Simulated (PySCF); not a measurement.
C₂H₅Cl₃Sn, SMILES C[CH2][Sn]([Cl])([Cl])[Cl] (B3LYP/def2-SVP optimised geometry):

```
11

C     -1.260    -1.482     3.044
C     -1.623    -2.177     1.734
Sn    -0.841    -1.132     0.000
Cl     1.523    -1.132     0.000
Cl    -1.550    -2.082    -2.041
Cl    -1.523     1.132     0.000
H     -0.169    -1.429     3.189
H     -1.658    -0.457     3.087
H     -1.681    -2.040     3.897
H     -2.709    -2.235     1.566
H     -1.211    -3.195     1.661
```

Method: B3LYP/def2-TZVP, def2 effective core potentials past Kr (PySCF).

### Question
What are the frontier orbital energies and the dipole moment?

### Answer
HOMO-2 -8.92 eV, HOMO-1 -8.80 eV, HOMO -8.50 eV, LUMO -2.73 eV, LUMO+1 -0.49 eV; dipole moment 4.04 D.

On the same geometry PBE/def2-TZVP, def2 effective core potentials past Kr in PySCF gives HOMO-2 -7.79 eV, HOMO-1 -7.66 eV, HOMO -7.51 eV, LUMO -3.32 eV, LUMO+1 -1.07 eV; dipole moment 3.98 D.
